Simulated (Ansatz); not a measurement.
One change: `[CH3][Al-]1([F])[O]C(C(F)(F)F)=CC(C(F)(F)F)=[O+]1` becomes `[OH][Al-]1([F])[O]C(C(F)(F)F)=CC(C(F)(F)F)=[O+]1`.

Ansatz, PBE0-D4/def2-TZVP geometries, multiplicity 1. Each molecule was computed in one conformer, which needn't be the lowest.

```csv
property,`[CH3][Al-]1([F])[O]C(C(F)(F)F)=CC(C(F)(F)F)=[O+]1`
size of the dipole moment (ωB97M-V/def2-TZVPP) / D,2.73
LUMO energy (PBE/def2-TZVPP) / eV,-4.39
HOMO energy (B3LYP/def2-TZVPP) / eV,-8.33
HOMO–LUMO gap (PBE0/def2-TZVPP) / eV,4.93
HOMO–LUMO gap (B3LYP/def2-TZVPP) / eV,4.49
HOMO energy (ωB97M-V/def2-TZVPP) / eV,-10.77
```

Problem. Give the same properties after the change, and the shifts. (Best estimate.)

Solution. Computed: 
```
                                          property  `[OH][Al-]1([F])[O]C(C(F)(F)F)=CC(C(F)(F)F)=[O+]1`  shift
size of the dipole moment (ωB97M-V/def2-TZVPP) / D                                                2.04  -0.69
                 LUMO energy (PBE/def2-TZVPP) / eV                                               -4.45  -0.06
               HOMO energy (B3LYP/def2-TZVPP) / eV                                               -8.77  -0.44
              HOMO–LUMO gap (PBE0/def2-TZVPP) / eV                                                5.26   0.33
             HOMO–LUMO gap (B3LYP/def2-TZVPP) / eV                                                4.86   0.37
             HOMO energy (ωB97M-V/def2-TZVPP) / eV                                              -11.09  -0.32
```

With PBE0 the HOMO falls by 0.41 eV and the LUMO falls by 0.08 eV, so the gap widens by about 0.33 eV. PBE moves the HOMO by -0.20 eV and ωB97M-V by -0.32 eV. Dipoles are sizes alone; their direction can turn.

B3LYP here is the variant with VWN-RPA as its local correlation; programs differ in this.
